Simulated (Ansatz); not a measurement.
Geometry optimisation, RKS CAM-B3LYP-D4/def2-SVP (Ansatz 0.2.0).

Input file:

```yaml
crystal:
  periodic: [false, false, false]
  atoms:
    - { symbol: Ga, position_ang: [-0.284184, -0.134157, 0.534188] }
    - { symbol: Br, position_ang: [1.708638, -1.253411, -0.146763] }
    - { symbol: O, position_ang: [-0.543479, 0.973954, -0.810858] }
    - { symbol: H, position_ang: [0.202896, 0.779485, -1.399815] }
    - { symbol: H, position_ang: [-1.083871, -0.365772, 1.823347] }
basis:
  gaussian: { orbitals: def2-SVP }
hamiltonian:
  xc: cam_b3lyp
  dispersion: d4
relax:
  f_tol: 0.03
  max_steps: 50
```

Launched with:

```bash
$ ansatz run input.yaml --threads 2 --pin off --max-ram 3072MiB --backend cpu --events-out ev --progress --plain --runs-dir out
```

Question: Where does it end, and by what steps?

Answer: It converged. After 6 steps the energy has fallen by 0.173 eV; H4 moved furthest, 0.33 Å.

```tsv
step	energy less start (eV)	largest force component (eV/Å)	accepted
0	0.0000	0.865	yes
1	-0.1236	0.564	yes
2	-0.1461	0.584	yes
3	-0.0947	1.403	no
4	-0.1687	0.094	yes
5	-0.1727	0.100	yes
6	-0.1734	0.007	yes
```

```xyz
5
Properties=species:S:1:pos:R:3
Ga -0.150 -0.201 0.476
Br 1.738 -1.437 0.093
O -0.577 0.974 -0.771
H 0.013 1.019 -1.533
H -1.024 -0.355 1.736
```

Whether the end is a true minimum wasn't checked by a vibrational analysis.

Time of the run: 15 s on 2 threads of Arm Neoverse V2 (shared host), peak memory 0.22 GiB.
